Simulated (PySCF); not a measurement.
**Radial density of Ho²⁺ (holmium, charge +2)**

r2SCAN, [Xe] 4f10 6s1, one real determinant (an excited configuration). Calculation: PySCF 2.14, in ANO-RCC-VTZP; scalar relativity by spin-free X2C-1e.

| r (bohr) | 4πr²ρ (e/bohr) | 4πr²(ρα − ρβ) |
| --- | --- | --- |
| 0.0196 | 84.72 | 0.0040 |
| 0.0330 | 82.74 | 0.0093 |
| 0.0556 | 117.0 | 0.0210 |
| 0.0935 | 99.19 | 0.0313 |
| 0.157 | 103.5 | 0.3897 |
| 0.264 | 67.52 | 2.1342 |
| 0.445 | 55.94 | 5.2015 |
| 0.748 | 30.53 | 4.1794 |
| 1.26 | 11.45 | 1.2379 |
| 2.12 | 2.422 | 0.2638 |
| 3.56 | 0.3896 | 0.3498 |
| 5.99 | 0.02995 | 0.0299 |
| 10.1 | 0.0009921 | 0.0010 |
| 16.9 | 2.519e-05 | 0.0000 |

Densities and radii are taken from the X2C orbitals without a picture-change correction, which distorts them close to the nucleus.

⟨L²⟩ = 34.01 against 42 for a pure I term, so this real determinant mixes terms. Spin-orbit coupling, absent here, splits the open shell strongly.
